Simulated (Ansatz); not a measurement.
**Molecular dynamics of BF₃H₄Si**

Input file:

```yaml
crystal:
  periodic: [false, false, false]
  atoms:
    - { symbol: B, position_ang: [-0.406455, 0.411023, -0.935053] }
    - { symbol: F, position_ang: [0.952318, 1.310403, -1.204718] }
    - { symbol: F, position_ang: [-0.489153, -0.492521, -1.910969] }
    - { symbol: F, position_ang: [-1.415863, 1.258146, -0.737086] }
    - { symbol: H, position_ang: [0.929114, 0.681791, -0.286221] }
    - { symbol: Si, position_ang: [0.11891, -0.583664, 0.966485] }
    - { symbol: H, position_ang: [0.240566, 0.294166, 2.163987] }
    - { symbol: H, position_ang: [-1.174788, -1.32136, 1.018435] }
    - { symbol: H, position_ang: [1.245351, -1.557984, 0.925039] }
magnetization:
  spin_polarized: true
basis:
  gaussian: { orbitals: def2-SVP }
hamiltonian:
  xc: b3lyp
  dispersion: d4
md:
  timestep: 0.5
  n_steps: 198
  ensemble: nve
  temperature: 300.0
  initial_velocities: maxwell_boltzmann
  seed: 10547
```

Run as:

```bash
$ ansatz run input.yaml --threads 2 --pin off --max-ram 3072MiB --backend cpu --events-out ev --progress --plain --runs-dir out
```

It starts at the highest image of a converged band. Of that band: Neighbouring images differ by up to 2.4 eV, so the band resolves the path poorly. A vibrational analysis at the climbing image gives one clearly imaginary mode, 1117i cm⁻¹: a first-order saddle point.

Output, in part (step lines, the closing report, with atoms numbered from 0):

```
md step     0: t =     0.00 fs  T =   300.0 K  F+E_penalty+E_count = -16763.08786683 eV  E_kin = 0.271446 eV  conserved = -16762.81642083 eV  (27 SCF iters)
[... lines left out ...]
Total energy: -16765.15068506 eV, -616.1079238488 hartree
Atom 0 at    -0.362675     1.140794    -1.915364 Å, force    -0.999865    -4.358458     2.910870 eV/Å
Atom 1 at     0.491572     1.913837    -2.469542 Å, force     0.140655     1.392981    -0.399827 eV/Å
Atom 2 at    -0.367884    -0.186661    -2.288865 Å, force    -0.251531     2.161369    -0.052262 eV/Å
Atom 3 at    -1.050899     1.317474    -0.732406 Å, force     1.119272     0.774316    -2.414706 eV/Å
Atom 4 at     1.631422    -1.412924     2.331137 Å, force    -0.521261     0.133016     0.282475 eV/Å
Atom 5 at     0.109859    -1.394458     2.265641 Å, force     0.334666    -0.008320    -0.321322 eV/Å
Atom 6 at    -0.484601    -0.051338     2.504704 Å, force     0.208933     0.172401     0.005168 eV/Å
Atom 7 at    -0.122834    -1.688066     0.773100 Å, force    -0.290528    -0.280579     0.881361 eV/Å
Atom 8 at    -0.481443    -2.243056     3.401293 Å, force     0.259658     0.013275    -0.891757 eV/Å
Dipole moment:    -0.042891     0.147112    -0.109593 e Å
```

The steps, from the saved trajectory:

```
time (fs)  T (K)  potential energy less start (eV)  conserved less start (meV/atom)
      0.0    300                             0.000                             0.00
      3.0    191                             0.099                             0.09
      6.0    179                             0.109                             0.03
      9.0    109                             0.173                             0.07
     12.0    106                             0.177                             0.10
     15.0    270                             0.027                             0.04
     18.0    467                            -0.150                             0.17
     21.0   1115                            -0.738                            -0.09
     24.0   1465                            -1.053                             0.10
     27.0   1830                            -1.388                            -0.41
     30.0   1305                            -0.908                             0.18
     33.0   1708                            -1.275                            -0.14
     36.0   2314                            -1.824                            -0.23
     39.0   2182                            -1.704                            -0.06
     42.0   1822                            -1.375                             0.17
     45.0   2291                            -1.802                            -0.11
     48.0   2493                            -1.985                            -0.01
     51.0   2563                            -2.049                            -0.14
     54.0   2324                            -1.830                             0.11
     57.0   2597                            -2.079                             0.02
     60.0   3047                            -2.488                            -0.23
     63.0   2535                            -2.022                             0.02
     66.0   2113                            -1.640                             0.07
     69.0   2223                            -1.739                             0.05
     72.0   2591                            -2.074                            -0.07
     75.0   2661                            -2.138                            -0.18
     78.0   2326                            -1.832                             0.17
     81.0   2807                            -2.270                            -0.18
     84.0   2766                            -2.232                            -0.12
     87.0   2158                            -1.680                             0.12
     90.0   2069                            -1.600                             0.05
     93.0   2258                            -1.771                             0.01
     96.0   2573                            -2.057                            -0.07
     99.0   2578                            -2.063                            -0.13
```

The run went to its last step. The conserved energy stayed within 0.41 meV per atom of its start (net change -0.13 meV per atom), so the integration is sound. The system heated up, since it started high on the potential surface and ran downhill. A run of 0.099 ps of so small a system gives no equilibrium averages. The orbitals stay closed-shell, which can raise the energy where a bond breaks towards radicals; this wasn't checked here.

The step under study would form B1–Si6, F2–H5 and break B1–F2, H5–Si6. These pairs go: B1–Si6 2.21 → 4.91 Å, F2–H5 1.11 → 5.95 Å, B1–F2 1.65 → 1.28 Å, H5–Si6 1.96 → 1.52 Å. In the last frame they stand as before the step (other bonds may differ from the relaxed reactants and products). It ends as BF3 + H4Si. Pairs count as bonded within 1.25 times the sum of covalent radii (0.12 Å more for H–H).

Last frame:

```xyz
9
Properties=species:S:1:pos:R:3
B -0.363 1.141 -1.915
F 0.492 1.914 -2.470
F -0.368 -0.187 -2.289
F -1.051 1.317 -0.732
H 1.631 -1.413 2.331
Si 0.110 -1.395 2.266
H -0.485 -0.051 2.505
H -0.123 -1.688 0.773
H -0.481 -2.243 3.401
```

Run time: 9.4 min on 2 threads of Arm Neoverse V2, on a shared host, peak memory 0.26 GiB.
